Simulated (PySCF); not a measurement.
## Radial density of Ne (neon, neutral)

HSE06, [He] 2s1 2p6 3s1, high-spin 3S determinant (an excited configuration). Computed with PySCF 2.14 in aug-cc-pCVTZ-DK with one added diffuse shell each of s, p, d, f type (8s7p5d3f, 75 functions), with scalar relativity by spin-free X2C-1e.

```tsv
r (bohr)	4πr²ρ (e/bohr)	4πr²(ρα − ρβ)
0.00290	0.06550	0.0021
0.00488	0.1764	0.0056
0.00821	0.4552	0.0144
0.0138	1.135	0.0357
0.0232	2.632	0.0821
0.0391	5.403	0.1642
0.0657	8.994	0.2525
0.111	10.72	0.2246
0.186	7.993	0.0327
0.313	5.468	0.2505
0.526	7.106	1.1732
0.885	5.948	1.0613
1.49	1.838	0.2130
2.50	0.3644	0.2002
4.21	0.2284	0.2277
7.08	0.05263	0.0526
11.9	0.0002859	0.0003
```

Densities and radii are taken from the X2C orbitals without a picture-change correction, which distorts them close to the nucleus.

The outer electron is Rydberg-like, and this basis confines it to a smaller radius and binds it less than a complete one would.
